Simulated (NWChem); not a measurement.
All runs are NWChem calculations. System: diiodomethane (CH$_{2}$I$_{2}$), charge 0, spin multiplicity 1, at a geometry optimised with B3LYP/def2-SVP with def2 effective core potentials on I. Level: MP2/def2-TZVP with def2 effective core potentials on I, 9 core orbitals frozen.

NWChem printed:

```
             Northwest Computational Chemistry Package (NWChem) 7.3.0
             --------------------------------------------------------

                                NWChem Input Module
                                -------------------

 Scaling coordinates for geometry "geometry" by  1.889725989
 (inverse scale =  0.529177249)

 Turning off AUTOSYM since
 SYMMETRY directive was detected!

                             Geometry "geometry" -> ""
                             -------------------------

 Output coordinates in angstroms (scale by  1.889725989 to convert to a.u.)

  No.       Tag          Charge          X              Y              Z
 ---- ---------------- ---------- -------------- -------------- --------------
    1 I                   53.0000     1.83907900     0.00000000     0.09076000
    2 C                    6.0000     0.00000000     0.00000000    -1.04898200
    3 I                   53.0000    -1.83907900     0.00000000     0.09076000
    4 H                    1.0000     0.00000000     0.90455800    -1.66335800
    5 H                    1.0000     0.00000000    -0.90455800    -1.66335800

 Effective nuclear repulsion energy (a.u.)     607.3704761000

            Nuclear Dipole moment (a.u.)
            ----------------------------
        X                 Y               Z
 ---------------- ---------------- ----------------
     0.0000000000     0.0000000000    -0.0000907068

      Symmetry information
      --------------------

 Group name             C2v
 Group number             16
 Group order               4
 No. of unique centers     3

      Symmetry unique atoms

     1    2    4


 Summary of "ao basis" -> "" (spherical)
 ------------------------------------------------------------------------------
       Tag                 Description            Shells   Functions and Types
 ---------------- ------------------------------  ------  ---------------------
 *                         def2-tzvp                  on all atoms

 Summary of "ao basis" -> "ao basis" (spherical)
 ------------------------------------------------------------------------------
       Tag                 Description            Shells   Functions and Types
 ---------------- ------------------------------  ------  ---------------------
 I                         def2-tzvp                16       50   6s5p3d2f
 C                         def2-tzvp                11       31   5s3p2d1f
 H                         def2-tzvp                 4        6   3s1p
[...]
    1 I   25    25.03   0.19 -0.77  1.58  1.01  1.09  0.85 -0.49  6.44  1.33  2.76  0.98  9.23  0.77  0.06  0.01  0.00
    2 C    6     6.28   0.85  1.12  0.47  0.81 -0.02  1.12  1.50  0.33  0.01  0.09  0.00
    3 I   25    25.03   0.19 -0.77  1.58  1.01  1.09  0.85 -0.49  6.44  1.33  2.76  0.98  9.23  0.77  0.06  0.01  0.00
    4 H    1     0.83   0.26  0.47  0.08  0.02
    5 H    1     0.83   0.26  0.47  0.08  0.02

       Multipole analysis of the density wrt the origin
       ------------------------------------------------

     L   x y z        total         open         nuclear
     -   - - -        -----         ----         -------
     0   0 0 0     -0.000000      0.000000     58.000000

     1   1 0 0      0.000000      0.000000      0.000000
     1   0 1 0      0.000000      0.000000      0.000000
     1   0 0 1     -0.535298      0.000000     -9.604736

     2   2 0 0    -45.620875      0.000000    603.904751
     2   1 1 0      0.000000      0.000000      0.000000
     2   1 0 1     -0.000000      0.000000      0.000000
     2   0 2 0    -45.760472      0.000000      5.843869
     2   0 1 1      0.000000      0.000000      0.000000
     2   0 0 2    -43.464600      0.000000     44.808172

                   NWChem MP2 Semi-direct Energy/Gradient Module
                   ---------------------------------------------

  Basis functions       =    143
  Molecular orbitals    =    143
  Frozen core           =      9
  Frozen virtuals       =      0
  Active alpha occupied =     20
  Active beta occupied  =     20
  Active alpha virtual  =    114
  Active beta virtual   =    114
  Use MO symmetry       = T
  Use skeleton AO sym   = T

  AO/Fock/Back tols     =   1.0D-09  1.0D-09  1.0D-09

 GA uses MA = F    GA memory limited = T

 Available:
  local mem=  1.26D+08
 global mem=  1.44D+08
 local disk=  0.00D+00
  mp2_memr nvloc                   114
  nvloc new                   114
   1 passes of  20:        5242880                     155670                  75663525.
   1 passes of  20: M    126138169           G      144138302           F     120895289.

 Semi-direct pass number   1 of   1  for RHF alpha+beta  at        4.0s
  vrange nnbf                  9756
  mp2_eaftype                   288  avail_ma_in_mb                  1099
 EAF : mp2_eaftype filesize         288   37831763.
  mp2_eaf for mointskh                    288
Node 0 wrote    177.9 Mb in      0.2 s     Agg I/O rate:   788.6 Mb/s
 Done moints_semi at       12.4s
  mp2_eaftype                   288  avail_ma_in_mb                   811
 EAF : mp2_eaftype filesize         288   37831763.
  mp2_eaf for kh                   288
 Done maket at       12.9s
 Done multipass loop at       12.9s

          -------------------------------------------
          SCF energy                -632.354188734860
          Correlation energy          -1.166609143981
          Singlet pairs               -0.555996443756
          Triplet pairs               -0.610612700225
          Total MP2 energy          -633.520797878841
          -------------------------------------------

          ---------------------------------------------------
                    Spin Component Scaled (SCS) MP2
          Same spin pairs                     -0.407075133483
          Same spin scaling factor             0.333333333333
          Opposite spin pairs                 -0.759534010497
          Opposite spin scaling fact.          1.200000000000
          SCS-MP2 correlation energy          -1.047132523758
          Total SCS-MP2 energy              -633.401321258618
          ---------------------------------------------------

 -----------------------
 Performance information
 -----------------------

 Timer overhead =  1.08D-07 seconds/call

               Nr. of calls         CPU time (s)                 Wall time (s)                GFlops
             ---------------    -------------------     ------------------------------   -------------------
Name         Min   Avg   Max    Min     Avg     Max     Min     Avg     Max   Mx/calls   Min     Max     Sum
mp2: moin     1     1     1    8.4     8.4     8.4      8.4     8.4     8.4     8.4      0.0     0.0     0.0
mp2: make     1     1     1   0.51    0.51    0.51     0.51    0.51    0.51    0.51      0.0     0.0     0.0
mp2: tota     1     1     1    9.0     9.0     9.0      9.0     9.0     9.0     9.0      0.0     0.0     0.0

 The average no. of pstat calls per process was 3.00D+00
 with a timing overhead of 3.23D-07s

 Task  times  cpu:       12.9s     wall:       12.9s

 Total times  cpu:       12.9s     wall:       12.9s
```

Question: Write an NWChem input that would produce this output.

Answer: One answer among several that fit: 
```
start mol
memory heap 200 mb stack 900 mb global 1100 mb
geometry units angstroms nocenter noautoz
  I      1.839079     0.000000     0.090760
  C      0.000000     0.000000    -1.048982
  I     -1.839079     0.000000     0.090760
  H      0.000000     0.904558    -1.663358
  H      0.000000    -0.904558    -1.663358
  symmetry group C2v
end
basis spherical
  * library def2-tzvp
end
ecp
  I library def2-ecp
end
scf
  rhf
  nopen 0
  maxiter 100
  thresh 1e-7
  semidirect memsize 60000000 filesize 0
end
mp2
  freeze core 9
end
task mp2 energy
```
